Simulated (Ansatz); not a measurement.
Born–Oppenheimer molecular dynamics of a periodic cell of 17 atoms, Ba16H (host Ba, host structure bcc, interstitial H). It goes on from the last frame of an earlier run, with new velocities.

Computed with Ansatz, DFT PBE, scalar-relativistic, plane waves, PAW. Settings: accuracy low, cutoff 420 eV, k mesh 1x1x1, fermi-dirac smearing 0.15 eV, no spin polarisation.

```yaml
ensemble: NVT, Langevin thermostat
time_step: 0.75 fs
steps_asked: 300
set_temperature: 2100 K
friction: 0.01 /fs
seed: 78697
```

Frames 0.75 fs apart, positions in Å, forces in eV/Å.

Velocities at 112.5 fs (Å/ps):

```
Ba -4.07 1.36 1.95
Ba -4.44 2.17 3.73
Ba -4.19 1.46 0.65
Ba 1.42 0.87 5.22
Ba -4.20 -0.25 -1.42
Ba -1.96 2.10 6.81
Ba 0.57 1.78 -2.61
Ba 4.60 -0.69 -2.26
Ba -0.52 4.98 3.74
Ba -3.23 0.97 0.92
Ba -0.32 1.62 -1.26
Ba -1.50 1.06 0.04
Ba 2.50 3.58 4.72
Ba 2.50 5.13 2.39
Ba -5.55 2.59 -3.38
Ba -2.66 1.12 -0.24
H 7.38 56.17 -2.47
```

```xyz
17
Lattice="10.0400 0.0000 0.0000 0.0000 10.0400 0.0000 0.0000 0.0000 10.0400" Properties=species:S:1:pos:R:3:forces:R:3 time_fs=112.5 energy_less_start_eV=0.430 T=1431
Ba 0.331 0.119 0.230 -0.26 0.24 -0.43
Ba 5.177 -0.247 -0.112 -0.07 0.25 0.33
Ba -0.259 4.690 0.155 0.21 0.44 -0.42
Ba 0.233 0.207 5.050 -0.19 0.09 0.11
Ba 2.329 2.871 2.970 0.25 -0.16 -0.68
Ba 5.013 5.700 0.206 0.17 -0.77 -0.20
Ba 4.488 -0.146 4.865 0.48 -0.18 -0.18
Ba 7.276 2.304 2.277 0.05 0.48 0.49
Ba -0.204 5.333 5.138 0.27 -0.59 -0.19
Ba 2.002 7.180 2.337 0.60 0.63 0.34
Ba 3.097 2.105 7.573 -0.96 0.53 0.14
Ba 4.734 5.520 5.077 0.24 -0.07 -0.30
Ba 8.076 8.039 2.485 -0.90 -0.65 0.04
Ba 7.003 2.975 7.113 0.64 -0.55 0.39
Ba 2.387 7.767 7.615 -0.12 -0.63 0.24
Ba 7.972 7.729 7.291 -0.70 0.25 0.54
H 2.313 -0.278 6.377 0.30 0.69 -0.22
17
Lattice="10.0400 0.0000 0.0000 0.0000 10.0400 0.0000 0.0000 0.0000 10.0400" Properties=species:S:1:pos:R:3:forces:R:3 time_fs=113.2 energy_less_start_eV=0.407 T=1505
Ba 0.328 0.120 0.232 -0.26 0.24 -0.44
Ba 5.173 -0.246 -0.109 -0.06 0.24 0.32
Ba -0.262 4.691 0.156 0.21 0.44 -0.42
Ba 0.234 0.207 5.054 -0.20 0.09 0.10
Ba 2.326 2.871 2.969 0.24 -0.16 -0.67
Ba 5.011 5.702 0.211 0.17 -0.76 -0.21
Ba 4.488 -0.144 4.863 0.48 -0.17 -0.18
Ba 7.279 2.304 2.275 0.05 0.48 0.49
Ba -0.205 5.337 5.141 0.28 -0.59 -0.20
Ba 2.000 7.181 2.337 0.60 0.63 0.34
Ba 3.097 2.106 7.572 -0.95 0.54 0.15
Ba 4.733 5.521 5.077 0.24 -0.07 -0.30
Ba 8.078 8.041 2.488 -0.91 -0.65 0.03
Ba 7.005 2.978 7.115 0.64 -0.55 0.39
Ba 2.383 7.769 7.613 -0.12 -0.55 0.19
Ba 7.970 7.730 7.290 -0.70 0.26 0.54
H 2.320 -0.233 6.373 0.30 0.57 -0.16
17
Lattice="10.0400 0.0000 0.0000 0.0000 10.0400 0.0000 0.0000 0.0000 10.0400" Properties=species:S:1:pos:R:3:forces:R:3 time_fs=114.0 energy_less_start_eV=0.386 T=1553
Ba 0.325 0.121 0.233 -0.26 0.24 -0.44
Ba 5.169 -0.244 -0.106 -0.06 0.24 0.32
Ba -0.265 4.692 0.156 0.21 0.45 -0.41
Ba 0.234 0.207 5.058 -0.21 0.10 0.09
Ba 2.323 2.872 2.969 0.24 -0.16 -0.67
Ba 5.010 5.704 0.216 0.17 -0.76 -0.21
Ba 4.488 -0.142 4.861 0.50 -0.17 -0.18
Ba 7.282 2.303 2.274 0.04 0.49 0.50
Ba -0.205 5.340 5.144 0.28 -0.59 -0.21
Ba 1.998 7.182 2.338 0.60 0.63 0.34
Ba 3.097 2.107 7.571 -0.94 0.56 0.16
Ba 4.732 5.522 5.077 0.24 -0.07 -0.30
Ba 8.081 8.044 2.491 -0.92 -0.65 0.03
Ba 7.008 2.982 7.117 0.63 -0.55 0.39
Ba 2.378 7.772 7.610 -0.11 -0.46 0.15
Ba 7.968 7.731 7.290 -0.71 0.26 0.55
H 2.332 -0.184 6.368 0.29 0.45 -0.10
17
Lattice="10.0400 0.0000 0.0000 0.0000 10.0400 0.0000 0.0000 0.0000 10.0400" Properties=species:S:1:pos:R:3:forces:R:3 time_fs=114.8 energy_less_start_eV=0.370 T=1608
Ba 0.321 0.121 0.234 -0.25 0.24 -0.44
Ba 5.166 -0.242 -0.103 -0.06 0.24 0.32
Ba -0.268 4.693 0.156 0.22 0.45 -0.41
Ba 0.234 0.208 5.062 -0.22 0.10 0.08
Ba 2.320 2.872 2.969 0.24 -0.16 -0.67
Ba 5.008 5.705 0.222 0.17 -0.76 -0.22
Ba 4.489 -0.140 4.859 0.50 -0.16 -0.18
Ba 7.285 2.303 2.272 0.04 0.49 0.50
Ba -0.205 5.344 5.147 0.28 -0.60 -0.21
Ba 1.996 7.183 2.338 0.60 0.63 0.33
Ba 3.096 2.108 7.570 -0.92 0.59 0.18
Ba 4.732 5.523 5.076 0.24 -0.07 -0.29
Ba 8.084 8.047 2.494 -0.93 -0.65 0.03
Ba 7.010 2.985 7.119 0.63 -0.56 0.39
Ba 2.373 7.776 7.607 -0.11 -0.39 0.12
Ba 7.967 7.732 7.290 -0.71 0.26 0.55
H 2.341 -0.131 6.365 0.28 0.33 -0.06
17
Lattice="10.0400 0.0000 0.0000 0.0000 10.0400 0.0000 0.0000 0.0000 10.0400" Properties=species:S:1:pos:R:3:forces:R:3 time_fs=115.5 energy_less_start_eV=0.361 T=1600
Ba 0.318 0.121 0.235 -0.25 0.25 -0.45
Ba 5.162 -0.240 -0.100 -0.06 0.23 0.31
Ba -0.270 4.695 0.156 0.22 0.46 -0.41
Ba 0.234 0.208 5.065 -0.24 0.11 0.07
Ba 2.318 2.872 2.968 0.24 -0.16 -0.66
Ba 5.006 5.706 0.229 0.17 -0.76 -0.23
Ba 4.489 -0.139 4.857 0.51 -0.16 -0.18
Ba 7.288 2.303 2.271 0.04 0.49 0.51
Ba -0.205 5.348 5.150 0.28 -0.60 -0.22
Ba 1.995 7.184 2.338 0.61 0.63 0.33
Ba 3.096 2.109 7.569 -0.91 0.63 0.20
Ba 4.731 5.524 5.075 0.24 -0.07 -0.29
Ba 8.086 8.050 2.497 -0.93 -0.66 0.02
Ba 7.013 2.988 7.120 0.62 -0.56 0.39
Ba 2.369 7.779 7.604 -0.10 -0.32 0.08
Ba 7.965 7.733 7.290 -0.71 0.27 0.56
H 2.347 -0.074 6.361 0.26 0.20 -0.03
17
Lattice="10.0400 0.0000 0.0000 0.0000 10.0400 0.0000 0.0000 0.0000 10.0400" Properties=species:S:1:pos:R:3:forces:R:3 time_fs=116.2 energy_less_start_eV=0.358 T=1707
Ba 0.314 0.120 0.236 -0.24 0.25 -0.45
Ba 5.159 -0.237 -0.098 -0.06 0.23 0.31
Ba -0.272 4.697 0.155 0.22 0.46 -0.41
Ba 0.235 0.209 5.068 -0.25 0.11 0.06
Ba 2.315 2.873 2.968 0.24 -0.16 -0.66
Ba 5.004 5.707 0.235 0.17 -0.75 -0.24
Ba 4.490 -0.136 4.856 0.52 -0.15 -0.19
Ba 7.292 2.302 2.269 0.04 0.50 0.51
Ba -0.206 5.353 5.153 0.29 -0.61 -0.22
Ba 1.994 7.185 2.339 0.61 0.63 0.33
Ba 3.096 2.109 7.569 -0.88 0.68 0.22
Ba 4.729 5.525 5.075 0.24 -0.06 -0.29
Ba 8.089 8.053 2.500 -0.94 -0.66 0.02
Ba 7.017 2.991 7.122 0.61 -0.56 0.39
Ba 2.364 7.782 7.602 -0.09 -0.25 0.06
Ba 7.964 7.734 7.289 -0.72 0.27 0.56
H 2.355 -0.016 6.350 0.25 0.07 -0.01
17
Lattice="10.0400 0.0000 0.0000 0.0000 10.0400 0.0000 0.0000 0.0000 10.0400" Properties=species:S:1:pos:R:3:forces:R:3 time_fs=117.0 energy_less_start_eV=0.363 T=1666
Ba 0.311 0.120 0.236 -0.24 0.25 -0.45
Ba 5.156 -0.235 -0.095 -0.06 0.22 0.31
Ba -0.274 4.699 0.155 0.23 0.46 -0.41
Ba 0.234 0.209 5.070 -0.26 0.12 0.05
Ba 2.313 2.874 2.968 0.23 -0.16 -0.65
Ba 5.001 5.708 0.242 0.17 -0.75 -0.25
Ba 4.490 -0.134 4.854 0.53 -0.15 -0.19
Ba 7.295 2.302 2.267 0.03 0.50 0.51
Ba -0.206 5.358 5.156 0.29 -0.61 -0.23
Ba 1.993 7.185 2.339 0.60 0.63 0.33
Ba 3.096 2.110 7.569 -0.86 0.73 0.25
Ba 4.728 5.526 5.074 0.24 -0.06 -0.28
Ba 8.092 8.056 2.503 -0.95 -0.66 0.02
Ba 7.021 2.994 7.124 0.61 -0.56 0.38
Ba 2.358 7.785 7.600 -0.07 -0.20 0.04
Ba 7.963 7.735 7.289 -0.72 0.28 0.57
H 2.363 0.040 6.335 0.23 -0.05 0.01
17
Lattice="10.0400 0.0000 0.0000 0.0000 10.0400 0.0000 0.0000 0.0000 10.0400" Properties=species:S:1:pos:R:3:forces:R:3 time_fs=117.8 energy_less_start_eV=0.374 T=1574
Ba 0.307 0.120 0.237 -0.23 0.25 -0.45
Ba 5.153 -0.232 -0.093 -0.06 0.22 0.30
Ba -0.275 4.700 0.155 0.23 0.47 -0.41
Ba 0.234 0.209 5.073 -0.27 0.12 0.04
Ba 2.312 2.875 2.967 0.23 -0.16 -0.64
Ba 4.998 5.710 0.248 0.17 -0.75 -0.26
Ba 4.491 -0.131 4.853 0.53 -0.15 -0.20
Ba 7.298 2.301 2.265 0.03 0.51 0.52
Ba -0.206 5.363 5.159 0.30 -0.62 -0.24
Ba 1.992 7.185 2.339 0.60 0.63 0.33
Ba 3.095 2.111 7.568 -0.84 0.79 0.28
Ba 4.726 5.527 5.074 0.24 -0.06 -0.28
Ba 8.094 8.059 2.506 -0.96 -0.66 0.02
Ba 7.025 2.997 7.126 0.60 -0.56 0.38
Ba 2.353 7.788 7.598 -0.06 -0.17 0.03
Ba 7.963 7.736 7.289 -0.73 0.28 0.58
H 2.369 0.090 6.321 0.21 -0.15 0.01
17
Lattice="10.0400 0.0000 0.0000 0.0000 10.0400 0.0000 0.0000 0.0000 10.0400" Properties=species:S:1:pos:R:3:forces:R:3 time_fs=118.5 energy_less_start_eV=0.391 T=1627
Ba 0.304 0.120 0.237 -0.22 0.26 -0.46
Ba 5.151 -0.230 -0.091 -0.06 0.21 0.30
Ba -0.277 4.702 0.155 0.23 0.47 -0.41
Ba 0.234 0.208 5.075 -0.28 0.13 0.02
Ba 2.310 2.876 2.966 0.22 -0.16 -0.64
Ba 4.995 5.711 0.254 0.17 -0.75 -0.27
Ba 4.493 -0.129 4.852 0.54 -0.14 -0.20
Ba 7.302 2.301 2.262 0.03 0.51 0.52
Ba -0.205 5.369 5.163 0.30 -0.63 -0.25
Ba 1.992 7.186 2.339 0.60 0.64 0.33
Ba 3.095 2.111 7.568 -0.81 0.84 0.31
Ba 4.724 5.529 5.073 0.25 -0.06 -0.27
Ba 8.097 8.062 2.509 -0.96 -0.67 0.01
Ba 7.029 3.000 7.128 0.59 -0.56 0.38
Ba 2.348 7.792 7.595 -0.05 -0.15 0.03
Ba 7.963 7.737 7.289 -0.74 0.28 0.58
H 2.372 0.137 6.307 0.20 -0.23 0.00
17
Lattice="10.0400 0.0000 0.0000 0.0000 10.0400 0.0000 0.0000 0.0000 10.0400" Properties=species:S:1:pos:R:3:forces:R:3 time_fs=119.2 energy_less_start_eV=0.412 T=1636
Ba 0.301 0.121 0.238 -0.22 0.26 -0.46
Ba 5.149 -0.229 -0.090 -0.06 0.21 0.30
Ba -0.280 4.703 0.155 0.24 0.48 -0.40
Ba 0.233 0.208 5.077 -0.31 0.13 0.00
Ba 2.308 2.877 2.966 0.22 -0.16 -0.63
Ba 4.992 5.713 0.260 0.17 -0.74 -0.28
Ba 4.495 -0.126 4.851 0.53 -0.14 -0.20
Ba 7.305 2.301 2.259 0.02 0.51 0.53
Ba -0.205 5.374 5.166 0.30 -0.64 -0.25
Ba 1.991 7.187 2.339 0.60 0.64 0.33
Ba 3.094 2.112 7.568 -0.79 0.89 0.34
Ba 4.722 5.530 5.073 0.25 -0.06 -0.27
Ba 8.099 8.064 2.512 -0.97 -0.67 0.01
Ba 7.033 3.003 7.130 0.58 -0.56 0.38
Ba 2.343 7.795 7.592 -0.03 -0.13 0.03
Ba 7.963 7.738 7.289 -0.74 0.29 0.59
H 2.368 0.179 6.291 0.20 -0.30 -0.01
17
Lattice="10.0400 0.0000 0.0000 0.0000 10.0400 0.0000 0.0000 0.0000 10.0400" Properties=species:S:1:pos:R:3:forces:R:3 time_fs=120.0 energy_less_start_eV=0.433 T=1649
Ba 0.298 0.122 0.238 -0.21 0.26 -0.46
Ba 5.147 -0.227 -0.088 -0.06 0.21 0.29
Ba -0.282 4.704 0.155 0.25 0.48 -0.40
Ba 0.234 0.208 5.079 -0.34 0.13 -0.02
Ba 2.307 2.878 2.966 0.21 -0.16 -0.63
Ba 4.989 5.714 0.266 0.17 -0.74 -0.29
Ba 4.497 -0.123 4.850 0.52 -0.14 -0.19
Ba 7.308 2.301 2.256 0.02 0.52 0.54
Ba -0.206 5.379 5.169 0.30 -0.64 -0.26
Ba 1.991 7.188 2.339 0.60 0.64 0.33
Ba 3.093 2.113 7.568 -0.77 0.93 0.36
Ba 4.720 5.531 5.073 0.25 -0.06 -0.26
Ba 8.101 8.067 2.514 -0.97 -0.67 0.01
Ba 7.037 3.006 7.133 0.57 -0.56 0.37
Ba 2.337 7.799 7.590 -0.02 -0.13 0.03
Ba 7.963 7.739 7.290 -0.75 0.29 0.60
H 2.361 0.218 6.274 0.23 -0.35 -0.01
17
Lattice="10.0400 0.0000 0.0000 0.0000 10.0400 0.0000 0.0000 0.0000 10.0400" Properties=species:S:1:pos:R:3:forces:R:3 time_fs=120.8 energy_less_start_eV=0.458 T=1716
Ba 0.295 0.123 0.239 -0.21 0.26 -0.46
Ba 5.146 -0.225 -0.086 -0.06 0.20 0.29
Ba -0.285 4.705 0.154 0.25 0.49 -0.40
Ba 0.234 0.208 5.080 -0.38 0.14 -0.04
Ba 2.305 2.879 2.965 0.21 -0.16 -0.62
Ba 4.987 5.716 0.272 0.18 -0.74 -0.30
Ba 4.500 -0.120 4.849 0.51 -0.14 -0.19
Ba 7.311 2.303 2.253 0.01 0.52 0.54
Ba -0.206 5.385 5.171 0.31 -0.65 -0.27
Ba 1.991 7.190 2.340 0.59 0.64 0.33
Ba 3.092 2.113 7.567 -0.76 0.96 0.39
Ba 4.718 5.532 5.072 0.25 -0.06 -0.26
Ba 8.104 8.070 2.517 -0.98 -0.67 0.00
Ba 7.041 3.009 7.136 0.56 -0.56 0.37
Ba 2.332 7.803 7.587 -0.01 -0.12 0.04
Ba 7.963 7.740 7.290 -0.76 0.29 0.60
H 2.351 0.256 6.255 0.26 -0.40 -0.01
```

Of the whole run (225 fs, mean temperature of the second half 1764 K): The mean temperature of the second half is 16 % below the set value. A run of 0.23 ps of so small a system gives no equilibrium averages. Limits of this set-up: coarse k mesh, odd electron count without spin, low accuracy level.

Run time: 17 min on 2 threads of Arm Neoverse V1 (shared host), peak memory 0.8 GiB.
